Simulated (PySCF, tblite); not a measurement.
Isomers of C3H10FNSi. Method: GFN2-xTB as coded in tblite; computed harmonic values from a numerical Hessian at the method's own geometry, unscaled. This tight-binding method is rough: wavenumbers can miss measured ones by several per cent, in bad cases by 10 to 20. Modes of hydrogen on silicon can be 10 to 20 % off. One conformer each.

Electronic energies: PBE0/pcSseg-1 single points on the GFN2-xTB geometries (PySCF, gas phase).

| SMILES | electronic energy, lowest = 0 (kcal/mol) |
| --- | --- |
| NCCC[SiH2]F | 0.0 |
| N[SiH2]CCCF | 18.5 |
| NCC[SiH2]CF | 43.3 |

Task: How do GFN2-xTB zero-point energies change the relative energies?

Result: 
```json
{"SMILES": "NCCC[SiH2]F", "ZPE (kcal/mol)": "80.7", "of it from modes above 1550 cm⁻¹": "43.9", "electronic (kcal/mol)": "0.0", "with ZPE, lowest = 0 (kcal/mol)": "0.0", "lowest mode (cm⁻¹)": "43", "rings": "0"}
{"SMILES": "N[SiH2]CCCF", "ZPE (kcal/mol)": "79.5", "of it from modes above 1550 cm⁻¹": "41.8", "electronic (kcal/mol)": "18.5", "with ZPE, lowest = 0 (kcal/mol)": "17.3", "lowest mode (cm⁻¹)": "54", "rings": "0"}
{"SMILES": "NCC[SiH2]CF", "ZPE (kcal/mol)": "79.8", "of it from modes above 1550 cm⁻¹": "43.7", "electronic (kcal/mol)": "43.3", "with ZPE, lowest = 0 (kcal/mol)": "42.3", "lowest mode (cm⁻¹)": "47", "rings": "0"}
```

The zero-point energies span 1.2 kcal/mol, from `N[SiH2]CCCF` to `NCCC[SiH2]F`. The order is unchanged.

Task: And how do the electronic energies of GFN2-xTB itself compare?

Result: `NCCC[SiH2]F` 0.0; `N[SiH2]CCCF` 23.8; `NCC[SiH2]CF` 50.4 kcal/mol, lowest = 0. Against the energies above, taken from the same isomer `NCCC[SiH2]F`, the largest difference is 7.1 kcal/mol.

Task: What do entropy and thermal enthalpy add at 298.15 K and 1 bar (rigid rotor, harmonic oscillator, one conformer each)?

Result: 
```json
{"SMILES": "NCCC[SiH2]F", "point group": "C1", "symmetry number": "1", "S (cal/(mol K))": "91.7", "H − H(0) (kcal/mol)": "6.02", "ZPE + H − H(0) − TS (kcal/mol)": "59.4"}
{"SMILES": "N[SiH2]CCCF", "point group": "C1", "symmetry number": "1", "S (cal/(mol K))": "93.2", "H − H(0) (kcal/mol)": "6.26", "ZPE + H − H(0) − TS (kcal/mol)": "58.0"}
{"SMILES": "NCC[SiH2]CF", "point group": "C1", "symmetry number": "1", "S (cal/(mol K))": "92.3", "H − H(0) (kcal/mol)": "6.13", "ZPE + H − H(0) − TS (kcal/mol)": "58.4"}
```
